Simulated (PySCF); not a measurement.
# Structure from NMR data

An unknown has the formula C₆H₁₁FSi₂. Its calculated NMR data are:

1H NMR (400 MHz, computed): δ 7.47 (m, 1H), 7.22 (m, 1H), 6.53 (m, 1H), 5.33 (m, 1H), 5.30 (m, 1H), 5.26 (m, 1H), 4.55 (m, 1H), 4.47 (m, 1H), 4.40 (m, 1H), 4.08 (m, 1H), 2.09 (m, 1H).

13C{1H} NMR (computed): δ 157.2 (CH), 149.3 (CH), 145.9 (CH), 119.4 (CH2), 90.9 (CH), 39.5 (CH).

- σ from GIAO-PBE0/pcSseg-1
- GFN2-xTB geometry
- program: PySCF 2.14.0 with density-fitted response routines
- isolated molecule, non-relativistic Hamiltonian, one computed conformer

δ = σ(ref) − σ, references computed at the same level: 1H (31.72 ppm) and 13C (186.93 ppm) against TMS.

Q: Propose a structure and justify it.

A: 
1. Rings plus π bonds: 3 (1 ring in the answer).
2. 6 carbon signals for 6 carbons: no two carbons are equivalent.
3. Carbon types of the structure: 5 × CH, 1 × CH2, leaving 4 H on heteroatoms.
4. δC 157.2, 149.3, 145.9: alkene CH; as expected for a trigonal carbon in a double bond.
5. δC 119.4: terminal =CH2 carbon; the olefinic region.
6. δC 90.9: sp3 CH bonded to F and Si; pulled downfield by the heteroatom.
7. δH 7.47, 7.22, 6.53: hydrogen on an alkene CH; a vinylic proton, deshielded by the sp2 carbon and the C=C anisotropy.
8. δH 5.33, 5.30: hydrogen on a terminal =CH2 carbon; attached to an sp2 carbon and in the plane of the double bond.
9. δH 5.26: hydrogen on an sp3 CH bonded to F and Si; its carbon carries F, which withdraws density.
10. δH 2.09: hydrogen on an allylic sp3 CH bonded to Si; allylic position.

Structure: `InChI=1S/C6H11FSi2/c1-2-5-6(7)9-4-3-8-5/h2-6H,1,8-9H2/t5-,6-/m0/s1`.

This is the structure that produced the data.

Splittings by 19F in the carbon and heteronuclear signals aren't shown, as no couplings were computed. Shifts are as computed. Against solution values, carbons near 30 ppm lie about +3 ppm off and those near 130 ppm about +5 ppm. Of 1309 compounds with measured shifts, 239 miss one by over three times the rms of a fit or turn the order of signals round; such compounds aren't used in these exercises. No couplings were computed; multiplicities are counted from neighbouring protons, with m where these are inequivalent, close in shift, in a saturated or five-membered ring or joined by F or P, and br s for small geminal =CH2 splittings.
